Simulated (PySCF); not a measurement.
F4Se, SMILES F[Se+](F)(F)F, charge +1, multiplicity 2.

The structure is a stationary point at PBE-D3(BJ)/def2-SVP.

Computed with TDA-ωB97X/def2-SVPD in PySCF.

Vertical excitations. Gas-phase values at a fixed geometry.

```
state    energy (eV)  λ (nm)      f                              main pairs
-------  -----------  ------  -----  --------------------------------------
root 1          3.42     363  0.000                      β HOMO−1→LUMO 90 %
root 2          3.47     357  0.009                        β HOMO→LUMO 95 %
root 3          3.59     346  0.003                      β HOMO−2→LUMO 87 %
root 4          3.80     327  0.002                      β HOMO−3→LUMO 96 %
root 5          5.09     244  0.071                      β HOMO−4→LUMO 89 %
root 6          5.14     241  0.000                      β HOMO−5→LUMO 88 %
root 7          5.60     221  0.009                      β HOMO−6→LUMO 92 %
root 8          5.62     221  0.000                      β HOMO−7→LUMO 87 %
root 9          5.96     208  0.036                        α HOMO→LUMO 95 %
root 10         6.79     183  0.019  α HOMO→LUMO+1 84 %, β HOMO−8→LUMO 10 %
```
Unrestricted roots are not spin-pure.
